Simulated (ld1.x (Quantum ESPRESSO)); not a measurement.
What the settings do to the TM potential of Cl

Base potential:

```json
{
 "Element": "chlorine (Cl)",
 "Generator": "ld1.x (Quantum ESPRESSO) 7.5",
 "Type": "norm-conserving Troullier–Martins (Kleinman–Bylander form)",
 "Functional": "PBE",
 "Relativity": "scalar-relativistic",
 "Frozen core": "[Ne]",
 "Valence charge": "7",
 "Reference configuration": "3s2 3p3.5 (charge +1.5)",
 "Partial waves": "3s (bound): rc 1.20 bohr; 3d channel at 0.45 Ry: rc 1.45 bohr; 3p (bound): rc 1.45 bohr",
 "Local potential": "the p channel",
 "Core correction": "Bessel-smoothed model core inside 0.80 bohr"
}
```

All-electron outer shells of the reference configuration (PBE, scalar-relativistic, ld1.x):

```json
{"shell": "3s", "level (eV)": "-38.35", "outermost node (bohr)": "0.55", "outermost maximum (bohr)": "1.26"}
{"shell": "3p", "level (eV)": "-25.40", "outermost node (bohr)": "0.53", "outermost maximum (bohr)": "1.37"}
```

Cutoffs, loose and tight: the cutoffs (Ry, on a coarse ladder) from which the occupation-weighted sum of valence levels, in a spherical-Bessel basis at the reference potential, stays within 10 and 1 mRy of its value at 400 Ry. They do not see the model core or the augmentation charge, which bear on the density cutoff. Test errors are all-electron minus pseudo excitation energies from the reference, over the configurations 3s2 3p5; 3s2 3p4; 3s2 3p3; 3s2 3p4.5; 3s2 3p2; 3s1 3p6; 3s2 3p1. A dash means not determined; rows that change the core or the reference have their own tests.

A true bound ghost makes a file unfit for plane-wave use even where its test errors are small: the radial tests pick states by their node count and pass the ghost by.

| change | outcome | cutoff, loose | cutoff, tight | bound ghosts | largest test error (meV) |
| --- | --- | --- | --- | --- | --- |
| base | generated | 50 Ry | 80 Ry | none | +117 |
| wave 3d channel at 0.45 Ry: rc 1.45 bohr becomes 3d channel at 0.65 Ry: rc 1.45 bohr | generated | 50 Ry | 80 Ry | none | +117 |
| all radii but the core radius scaled by about 1.22 (s 1.46, p 1.78, d 1.78 bohr) | generated | 50 Ry | 70 Ry | none | +109 |
| local potential all-electron potential smoothed inside 1.40 bohr (lloc = -2) | generated | 50 Ry | 80 Ry | none | +130 |
| functional PBEsol | generated | 50 Ry | 80 Ry | none | +122 |
| wave 3p (bound): rc 1.45 bohr becomes 3p (bound): rc 2.16 bohr | generated | 50 Ry | 80 Ry | none | +64 |
| core correction none | generated | 50 Ry | 80 Ry | none | +114 |
| wave 3d channel at 0.45 Ry: rc 1.45 bohr becomes 3d channel at 0.45 Ry: rc 2.22 bohr | generated | 50 Ry | 80 Ry | d | +117 |
| functional BP86 | generated | 50 Ry | 80 Ry | none | +118 |

What comes out with this change to the base: reference 3s2 3p3?

outcome: generated; cutoff, loose: 50 Ry; cutoff, tight: 80 Ry; bound ghosts: none; largest test error (meV): +85.

What comes out with this change to the base: wave 3s (bound): rc 1.20 bohr becomes 3s (bound): rc 1.80 bohr?

outcome: generated; cutoff, loose: 35 Ry; cutoff, tight: 50 Ry; bound ghosts: none; largest test error (meV): +196.

What comes out with this change to the base: reference 3s1.5 3p5.5?

outcome: generated; cutoff, loose: 45 Ry; cutoff, tight: 70 Ry; bound ghosts: none; largest test error (meV): +190.
